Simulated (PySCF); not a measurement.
## Computed data sheet: trimethylchlorosilane (`C[Si](C)(C)Cl`)

Trimethylchlorosilane, C3H9ClSi.
Structure used (PBE0-D3(BJ)/def2-SVP), in Å, numbered top down from 1:
```
atom  x, y, z in Å
C1    -0.521    1.648   -0.499
Si2    0.102    0.108    0.358
C3     1.634   -0.584   -0.461
C4    -1.236   -1.189    0.518
Cl5    0.654    0.675    2.297
H6    -0.817    1.431   -1.538
H7    -1.396    2.057    0.030
H8     0.259    2.424   -0.517
H9     2.013   -1.450    0.104
H10    1.417   -0.912   -1.490
H11    2.432    0.172   -0.500
H12   -1.576   -1.522   -0.476
H13   -2.105   -0.791    1.064
H14   -0.862   -2.068    1.065
```

PBE0-D3(BJ)/def2-SVP geometry optimisation, gas phase (PySCF):

```yaml
Point_group: C3v
Rotational_constants_A_B_C: 3.106, 2.174, 2.168 GHz
```

**CAM-B3LYP/def2-SVPD ground state, ΔSCF and vertical TDDFT (core frozen in the response) (PySCF)**

```yaml
Dipole_moment: 2.42 D
HOMO_energy: -9.76 eV
LUMO_energy: 0.97 eV
HOMO–LUMO_gap: 10.73 eV
Lowest_singlet_excitation: 7.99 eV (155 nm, f = 0.221 summed over 2 states within 0.01 eV)
Strongest_line_among_the_10_lowest_singlet_transitions: S1/S2 at 7.99 eV (155 nm, f = 0.221 summed over these states)
Lowest_triplet_excitation_Tamm–Dancoff: 7.74 eV
Static_isotropic_polarisability: 76.5 au
Electronic_spatial_extent_⟨r²⟩_about_the_centre_of_nuclear_charge: 772 bohr²
```

**PBE/pcSseg-2 ground state and GIAO shieldings, non-relativistic (PySCF)**

```yaml
13C_chemical_shifts_computed_TMS_as_zero_by_class: 4.1 (C1/C3/C4) ppm
1H_chemical_shifts_computed_TMS_as_zero_by_class: 0.34 (H6/H7/H8/H9/H10/H11/H12/H13/H14) ppm
Isotropic_shieldings_of_nuclei_other_than_C_and_H_by_class: 286 (Si2), 893 (Cl5) ppm
```

delta-SCF UKS SCAN, pcX-2 on the ionised atom, pcseg-1 elsewhere, spin-free X2C; 2p3/2 from a spin–orbit splitting computed afterwards within the 2p shell (PySCF):

```yaml
Core_binding_energies: Si2p3/2 107.0 (Si2), Cl2p3/2 205.3 (Cl5), C1s 290.3 (C1/C3/C4), Si1s 1846.9 (Si2), Cl1s 2827.9 (Cl5) eV
```

Monoisotopic mass from the formula: 108.0162 u.

The rotational constants are those of a prolate symmetric top; the small spread among constants that symmetry makes equal is optimisation noise. The 10 singlets span 7.99 to 9.21 eV, and their oscillator strengths add up to 0.30. With B = h/(8π²I), that is 505.379 GHz u Å² over I, the principal moments of inertia are 162.7, 232.5 and 233.1 u Å² (most abundant isotopes). The polarisability is 11.34 Å³ as a volume (1 au = 0.148185 Å³), or 1.32 au for each of the 58 electrons. A dipole of 2.42 D is allowed in C3v, and pure rotational transitions are dipole-allowed. The vertical singlet–triplet gap S1 − T1 is 0.25 eV (TDDFT singlet less Tamm–Dancoff triplet). The dipole matches unit charges of opposite sign 0.50 Å apart (1 e·Å = 4.8032 D). No computed singlet falls in the visible range (750 to 380 nm, 1.65 to 3.26 eV); S1 lies 4.73 eV above its blue end.

Geometry: PBE0-D3(BJ)/def2-SVP; no solvent or vibrations. NMR classes are plain means over equivalent atoms (diastereotopic ones count apart unless rotation or inversion swaps them), as if these changed places fast; in this geometry the members of some classes differ.
